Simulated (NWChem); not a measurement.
System: BiHTeCl$_{2}$; SMILES [Bi]([Cl])([Cl])[TeH]

```xyz
5

Bi    -0.0048     0.7573     0.4585
Cl    -2.0231     1.0657    -0.9335
Cl     1.7487     1.5978    -1.0789
Te     0.0692    -2.0376    -0.0896
H      1.4654    -2.1766     0.8120
```
Atoms are numbered in this order, from 1.

Results from NWChem. Medium grid unless said otherwise, to which SCAN and Minnesota functionals are sensitive. All runs use the structure optimised with PBE0/def2-SVP. def2 effective core potentials on Te, Bi; no spin-orbit coupling.

Q: Order these by “highest occupied level (eV)”, lowest first: revPBE/def2-SVP; MN15/def2-SVP; B3LYP/def2-SVP; Hartree-Fock/def2-SVP; SCAN/def2-SVP.

A: Hartree-Fock/def2-SVP (-9.11), MN15/def2-SVP (-7.29), B3LYP/def2-SVP (-6.52), SCAN/def2-SVP (-6.09), revPBE/def2-SVP (-5.68)
